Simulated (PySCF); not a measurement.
## Working out the ionisation energy of Cr⁺

Cr⁺ [Ar] 3d5 (6S) → Cr²⁺ [Ar] 3d4 (5D). Computed with PySCF 2.14 in jorge-DZP-DKH (8s6p2d1f, 43 functions), with the spin-free X2C one-electron Hamiltonian (Gaussian nucleus). Frozen: [Ar]. Energies in hartree (1 hartree = 27.21139 eV):

```
             part   Cr⁺ (lower)  Cr²⁺ (upper)
              UHF  -1049.392057  -1048.838552
MP2 opposite-spin      0.000000      0.000000
    MP2 same-spin     -0.047655     -0.020781
```

Problem. What does Hartree-Fock give?

Solution. (-1048.838552) − (-1049.392057) = 0.553505 hartree = 15.062 eV.

Problem. What do MP2 and SCS-MP2 (6/5 opposite-spin, 1/3 same-spin) give?

Solution. The opposite-spin parts differ by 0.000 eV and the same-spin parts by 0.731 eV. MP2: 15.062 + (0.000) + (0.731) = 15.793 eV. SCS-MP2: 15.062 + 1.2 × (0.000) + (0.731)/3 = 15.306 eV.

Reference: 16.486 eV (measured; NIST Atomic Spectra Database, ionization energies), between the lowest levels; spin-orbit coupling is absent from the calculation.

A double-zeta basis recovers only part of the correlation energy.

What remains against the reference includes basis incompleteness, the frozen core and correlation beyond second order.
